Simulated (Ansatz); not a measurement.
Results of the Gaussian-basis code of Ansatz.

A structure relaxed at PBE0-D4/def2-TZVP, charge 0, multiplicity 1:

```tsv
atom	x (Å)	y (Å)	z (Å)
C1	-2.137	1.141	1.581
C2	-1.199	1.007	0.819
Zr3	0.466	0.735	-0.525
Cl4	-0.157	1.411	-2.658
Cl5	2.286	1.944	0.265
C6	0.974	-1.361	-0.567
C7	1.245	-2.546	-0.579
H8	-2.960	1.257	2.251
H9	1.481	-3.587	-0.588
```

Task: Give its formula and SMILES.

Result: C4H2Cl2Zr, `C#[C][Zr]([Cl])([Cl])[C]#C`.

Task: Point group (tolerance 0.08 Å, 0.16 Å for H)?

Result: C2v.

Task: Summarise the bond lengths by kind.

Result: 2 × C–C 1.216 Å; 2 × C–H 1.068 Å; 2 × C–Zr 2.157 Å; 2 × Cl–Zr 2.323 Å.
